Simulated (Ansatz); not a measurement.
Reaction (redistribution): `C#C[Se]BF` + `[CH3][Al]([CH3])[F]` → `C[Se]BF` + `C#[C][Al]([CH3])[F]`

Calculated with Ansatz (gas phase, PBE0-D4/def2-TZVP geometries, no zero-point term in ΔE). CCSD(T)/CBS adds triple-zeta CCSD(T) − MP2 to the extrapolated MP2 energy (def2 sets, frozen cores). Functionals use def2-TZVPP. For Se outer-core shells are correlated without core-valence functions, which leaves a few kJ/mol of doubt a bond. Scalar relativity is left out up to krypton. One conformer a species, not always the lowest.

CCSD(T)/CBS gives -0.64 eV.

(1) Another level gave -0.55 eV. Which?
A. PBE0/def2-TZVPP
B. HF/def2-TZVPP
C. BHLYP-D4/def2-TZVPP
D. LDA (SPW92)/def2-TZVPP

Largest T1 diagnostic among the species: 0.013.

Answers

(1) A. PBE0 -0.55, BHLYP-D4 -0.62, LDA (SPW92) -0.43, HF/def2-TZVPP -0.74 eV.

At CCSD(T), def2-SVP lies +0.04 eV from the extrapolated value and def2-TZVPP +0.00 eV. From BLYP to BHLYP (50 % exact exchange), in def2-TZVPP and without D4, ΔE moves by −0.07 eV. In def2-TZVPP, CCSD(T) changes the Hartree–Fock value by +0.10 eV (the triples alone add +0.01 eV) and MP2 by +0.14 eV.
